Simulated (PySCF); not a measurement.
First SCF of a structure search on doublet SnOF, at a hand-made bent geometry. PySCF input:

```python
from pyscf import gto, scf, dft
mol = gto.M(atom='''
Sn     0.000000     0.000000     0.000000
O     -1.531800     0.000000     1.072600
F      1.671100     0.000000     1.170100''',
    basis={'Sn': 'def2-TZVP', 'O': 'def2-TZVP', 'F': 'def2-TZVP'},
    ecp={'Sn': 'def2-TZVP'},
    charge=0, spin=1)
mf = dft.UKS(mol, xc='PBE0')
mf.grids.atom_grid = (50, 194)
aux = {'Sn': 'def2-universal-JKFIT', 'O': 'def2-universal-JKFIT', 'F': 'def2-universal-JKFIT'}
mf = mf.density_fit(auxbasis=aux)
mf.conv_tol = 1e-08
mf.diis_space = 10
mf.max_cycle = 60
mf.init_guess = 'minao'
mf.verbose = 4
mf.kernel()
```

Excerpt of the output (cycles alone):

```
init E= -352.304754101998
cycle= 1 E= -388.463139974149  delta_E= -36.2  |g|= 1.57  |ddm|= 21.7
cycle= 2 E= -388.369994508922  delta_E= 0.0931  |g|= 1.81  |ddm|=  4.8
cycle= 3 E= -389.035429371629  delta_E= -0.665  |g|= 0.701  |ddm|= 2.01
cycle= 4 E= -389.226060246477  delta_E= -0.191  |g|= 0.248  |ddm|= 0.64
cycle= 5 E= -389.252134968539  delta_E= -0.0261  |g|= 0.0994  |ddm|= 0.257
cycle= 6 E= -389.255117809311  delta_E= -0.00298  |g|= 0.0287  |ddm|= 0.0578
cycle= 7 E= -389.25564758443  delta_E= -0.00053  |g|= 0.0111  |ddm|= 0.0383
cycle= 8 E= -389.255767961699  delta_E= -0.00012  |g|= 0.00405  |ddm|= 0.0218
cycle= 9 E= -389.255787890731  delta_E= -1.99e-05  |g|= 0.000858  |ddm|= 0.0122
cycle= 10 E= -389.255789110374  delta_E= -1.22e-06  |g|= 0.000441  |ddm|= 0.00251
cycle= 11 E= -389.25578938398  delta_E= -2.74e-07  |g|= 0.000321  |ddm|= 0.00127
cycle= 12 E= -389.255789492505  delta_E= -1.09e-07  |g|= 0.000123  |ddm|= 0.000603
cycle= 13 E= -389.255789538621  delta_E= -4.61e-08  |g|= 9.62e-05  |ddm|= 0.000416
cycle= 14 E= -389.25578959336  delta_E= -5.47e-08  |g|= 7.96e-05  |ddm|= 0.000694
cycle= 15 E= -389.255789626714  delta_E= -3.34e-08  |g|= 2.99e-05  |ddm|= 0.000805
cycle= 16 E= -389.255789630707  delta_E= -3.99e-09  |g|= 5.71e-06  |ddm|= 0.000349
Extra cycle  E= -389.255789630712  delta_E= -4.89e-12  |g|= 8.93e-06  |ddm|= 1.38e-05
converged SCF energy = -389.255789630712  <S^2> = 0.76368086  2S+1 = 2.0136344
```

No lower solution of this spin was found by a stability analysis within the unrestricted form.

Spin–orbit coupling, left out here, can matter for elements this heavy.

The search for the lowest solution, with the stability check, took 4.8 s on 4 threads of a shared Arm Neoverse V2 host, with 112 basis functions; the process peaked at 0.36 GiB. Launch command: `OMP_NUM_THREADS=4 python axn.py task.json out`.
